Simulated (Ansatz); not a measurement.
**CH3I (methyl iodide): from total energies to a heat of formation**

CH3I has 5 atoms, charge 0, and is taken as a singlet. SMILES: `CI`. The coordinates come from a PBE0-D4/def2-TZVP relaxation.

```xyz
5

C    -0.0441   -0.1627    0.1532
I     0.3681    1.3581   -1.2785
H     0.7607   -0.8896    0.1034
H    -0.0882    0.3074    1.1306
H    -0.9964   -0.6132   -0.1088
```

Total energies at BHLYP/def2-SVPD (core potential) (Ansatz 0.2.0); the atoms run unrestricted:

| species | state | energy (Eh) |
| --- | --- | --- |
| CH3I | singlet | -337.502804 |
| C | triplet | -37.802760 |
| I | doublet | -297.630574 |
| H | doublet | -0.497840 |

Harmonic wavenumbers at PBE0-D4/def2-TZVP, in cm⁻¹: 558, 898, 898, 1280, 1461, 1462, 3100, 3216, 3216.

Measured heats of formation of the gaseous atoms at 298.15 K, in kJ/mol: C 716.9, I 106.8, H 218.0. Spin-orbit lowering of the atoms at 298 K (mean of the ground term's levels less their thermal mean, from spectra), in kJ/mol: C 0.02, I 30.32. Take 1 Eh = 2625.50 kJ/mol, 1 cm⁻¹ = 0.0119627 kJ/mol, RT = 2.479 kJ/mol.

Question: What heat of formation follows?

Answer: 
1. Electronic atomisation energy: (-37.802760) + (-297.630574) + 3 × (-0.497840) − (-337.502804) = 0.575950 Eh = 1512.2 kJ/mol.
2. Zero-point energy: half the sum of the wavenumbers, 8044.5 cm⁻¹ = 96.2 kJ/mol.
3. Thermal vibrational enthalpy, Σ hcν̃/(exp(hcν̃/kT) − 1): 0.8 kJ/mol. Translation, rotation and pV of a non-linear molecule: 4 RT = 9.9 kJ/mol.
4. The 5 free atoms carry 5/2 RT each: 31.0 kJ/mol.
5. Spin-orbit coupling lowers the free atoms by 0.02 + 30.32 = 30.3 kJ/mol.
6. Atomisation enthalpy at 298 K: 1512.2 − 30.3 − 96.2 − 0.8 − 9.9 + 31.0 = 1406.0 kJ/mol.
7. Sum of the atoms' heats of formation: 1477.7 kJ/mol. Heat of formation: 1477.7 − 1406.0 = +71.7 kJ/mol.

The tabulated value is +15.0 kJ/mol (Active Thermochemical Tables), so this level is off by +56.7 kJ/mol, or 3.9 % of the atomisation enthalpy that the table implies (1462.7 kJ/mol). Hybrids with much exact exchange underbind. Anharmonicity and any spin-orbit splitting of the molecule are left out.
